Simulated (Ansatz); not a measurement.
```yaml
crystal:
  periodic: [false, false, false]
  atoms:
    - {symbol: O, position_ang: [-3.982556, 1.379627, 2.303524]}
    - {symbol: Si, position_ang: [-2.601243, 1.183178, -1.001565]}
    - {symbol: O, position_ang: [0.758612, 0.265481, -1.317092]}
    - {symbol: Si, position_ang: [4.134801, -0.920417, -0.329562]}
    - {symbol: H, position_ang: [-3.560235, -0.158543, 3.687645]}
    - {symbol: H, position_ang: [-3.326260, 3.991162, -2.487092]}
    - {symbol: H, position_ang: [5.189920, -2.626897, -2.952522]}
    - {symbol: H, position_ang: [3.589799, -3.238991, 1.974347]}
basis:
  gaussian: {orbitals: STO-3G}
hamiltonian: {xc: {name: B97}}
scf: {lower_state_search: full}
output: {forces: true}
```

```sh
$ ansatz run in.yaml --threads 2 --pin off --events-out ev --progress --plain --max-ram 4352MiB
```

It prints (some lines left out):

```
Functional definition: B97
358 factors; integrals over basis functions are off by at most 2.3e-5 eV
mean field evaluation 1: about -19572.5699 eV, gradient 4.4e1 eV
mean field evaluation 2: about -19572.5550 eV, gradient 4.4e1 eV
mean field evaluation 4: about -19503.1452 eV, gradient 3.2e1 eV
mean field evaluation 8: about -19612.8414 eV, gradient 5.2e1 eV
mean field evaluation 16: about -19629.9518 eV, gradient 1.7e-1 eV
mean field evaluation 32: about -19629.9541 eV, gradient 1.8e-5 eV
mean field -19629.95410688 eV, -721.3875077672 hartree, gradient 2.1e-8 eV, S^2 0.000000; 12 other end points of the search recorded, 0 dependent functions left out
reference -19629.95413504 eV, -721.3875088018 hartree; 24, 24 occupied and 8, 8 virtual orbitals, 358 factors
Total energy: -19629.95413504 eV, -721.3875088018 hartree
Atom 0 at    -3.982556     1.379627     2.303524 Å, force     1.167378    -3.002074     1.839259 eV/Å
Atom 1 at    -2.601243     1.183178    -1.001565 Å, force    -0.224419     1.371045     0.089346 eV/Å
Atom 2 at     0.758612     0.265481    -1.317092 Å, force    -0.317837     0.097263     0.133469 eV/Å
Atom 3 at     4.134801    -0.920417    -0.329562 Å, force     0.010186    -1.957433    -0.266889 eV/Å
Atom 4 at    -3.560235    -0.158543     3.687645 Å, force    -0.783387     3.023820    -2.841480 eV/Å
Atom 5 at    -3.326260     3.991162    -2.487092 Å, force     0.413573    -1.571850     0.855686 eV/Å
Atom 6 at     5.189920    -2.626897    -2.952522 Å, force    -0.551509     0.872098     1.381153 eV/Å
Atom 7 at     3.589799    -3.238991     1.974347 Å, force     0.286015     1.167132    -1.190545 eV/Å
Dipole moment:     0.343028     0.285974    -0.479329 e Å
```

**Question.** What is wrong with this run?

**Answer.** The geometry is stretched to more than twice its size. The run converged. The result belongs to that input, not to the molecule as meant.
